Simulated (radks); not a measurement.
Initial-state core-level shifts of neutral copper when its valence configuration changes from [Ar] 3d10 4s1. Method: Dirac Kohn-Sham, PBE, spin-unpolarised, spherical densities, finite nucleus; open shells fill j = l - 1/2 first; Fermi nuclear charge, rms radius 3.8823 fm; computed with a radial shooting solver on a logarithmic mesh with Libxc functionals. Shifts are changes of the shell-averaged eigenvalues in eV (positive: less bound); the change of the density at the nucleus, which sets a Mossbauer isomer shift, is in e/bohr^3, on a base of 2.22e+04.

| valence | 1s | 2p | 3s | 3p | density at nucleus |
|---|---|---|---|---|---|
| 3d10 4p1 | -2.082 | -1.940 | -2.082 | -2.099 | -6.966 |
| 3d9 4s2 | -5.159 | -5.690 | -5.278 | -5.149 | +10.883 |
| 3d9.5 4s1.5 | -2.364 | -2.602 | -2.447 | -2.388 | +4.920 |
| 3d10 4s0.5 4p0.5 | -1.120 | -1.048 | -1.120 | -1.129 | -3.279 |
| 3d9.5 4s1 4p0.5 | -3.479 | -3.656 | -3.560 | -3.508 | +1.541 |
| 3d9 4s1 4p1 | -7.227 | -7.653 | -7.339 | -7.215 | +3.365 |
| 3d9.5 4s0.5 4p1 | -4.454 | -4.570 | -4.534 | -4.487 | -2.261 |
| 3d8.5 4s2 4p0.5 | -9.420 | -10.251 | -9.501 | -9.289 | +14.219 |
| 3d9 4s1.5 4p0.5 | -6.254 | -6.731 | -6.368 | -6.242 | +7.335 |
